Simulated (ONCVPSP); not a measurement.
## Before and after: ONCV potential for Li

Li, optimised norm-conserving Vanderbilt (ONCV), made with ONCVPSP 4.0.1 (BLYP, non-relativistic). Core none, reference 1s2 2s1. Waves: 1s+2s: rc 1.05 bohr, ncon 4, nbas 9, qcut 9.2 1/bohr, 2 projectors; p scattering state at 0.14 Ha: rc 1.05 bohr, ncon 4, nbas 8, qcut 9.4 1/bohr, 2 projectors, debl 2.5 Ha. Local part: polynomial inside 1.05 bohr (lpopt 5, dvloc0 2 Ha). Core correction: none.

Change: s: qcut 13.6.

Cutoffs: the cutoffs (Ha) at which the residual kinetic energy of the hardest occupied pseudo-wave falls to 1 and 0.1 mHa per electron; they do not see the model core or the augmentation charge, which bear on the density cutoff. Errors are all-electron minus pseudo energies relative to the spin-unpolarised reference configuration.

How do hardness, ghosts and transferability respond?

The potential gets harder (37 Ha and 60 Ha → 54 Ha and 66 Ha); of the 4 tests that both files solve, the error grows in 0 and shrinks in 1 by more than 15 % and 0.3 meV (median size 0.4 → 0.3 meV); neither file shows a bound ghost. The waves are optimised to have the least kinetic energy above qcut, so the cutoff follows it (qcut²/2 in Ha).

```csv
quantity,base,changed
"cutoff, loose",37 Ha,54 Ha
"cutoff, tight",60 Ha,66 Ha
bound ghosts,none,none
GHOST(+) flags under 300 eV,none,none
"error for 1s2 2s0, meV [ΔE 5.32 eV]",+0.3,+0.2
"error for 1s2 2s0.5, meV [ΔE 2.01 eV]",0.0,0.0
"error for 1s2 2s0 2p1, meV [ΔE 1.80 eV]",+0.5,+0.3
"error for 1s1 2s1, meV [ΔE 68.70 eV]",+920,+520
s: phases at 1.06 bohr within 0.05 rad from the reference energy up to (Ha; the scan ends near 5),to the end of the scan,to the end of the scan
p: phases at 1.06 bohr within 0.05 rad from the reference energy up to (Ha; the scan ends near 5),to the end of the scan,to the end of the scan
```
